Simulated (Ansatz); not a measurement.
Born–Oppenheimer molecular dynamics of ClH$_{4}$SbSi (7 atoms, charge 0, multiplicity 1). It starts from a relaxed structure.

All numbers below come from Ansatz, RHF/def2-SVP.

```yaml
ensemble: NVT, Langevin thermostat
time_step: 0.5 fs
steps_asked: 300
set_temperature: 100 K
friction: 0.05 /fs
seed: 993733
```

First frame:

```xyz
7
Properties=species:S:1:pos:R:3
Cl -1.919 -1.124 0.460
Si -0.597 -0.077 -0.759
Sb 1.560 0.659 0.477
H -0.237 -0.953 -1.891
H -1.302 1.117 -1.267
H 0.698 1.253 1.815
H 1.796 -0.876 1.165
```

(1) How far do the bonds stretch over the last three quarters of this one trajectory? (Pairs bonded in most of those frames.)

Answers

(1) 
```json
{"bond": "Cl1–Si2", "mean (Å)": "2.076", "spread (Å)": "0.013", "shortest": "2.05", "longest": "2.10"}
{"bond": "Si2–Sb3", "mean (Å)": "2.570", "spread (Å)": "0.037", "shortest": "2.51", "longest": "2.61"}
{"bond": "Si2–H4", "mean (Å)": "1.479", "spread (Å)": "0.020", "shortest": "1.43", "longest": "1.53"}
{"bond": "Si2–H5", "mean (Å)": "1.478", "spread (Å)": "0.021", "shortest": "1.44", "longest": "1.53"}
{"bond": "Sb3–H6", "mean (Å)": "1.702", "spread (Å)": "0.024", "shortest": "1.64", "longest": "1.75"}
{"bond": "Sb3–H7", "mean (Å)": "1.700", "spread (Å)": "0.019", "shortest": "1.66", "longest": "1.75"}
```

Mean temperature of the second half: 81 K. The mean temperature of the second half is 19 % below the set value. A run of 0.15 ps of so small a system gives no equilibrium averages.

Run time: 7.4 min on 1 thread of Arm Neoverse V1 (shared host), peak memory 0.15 GiB.
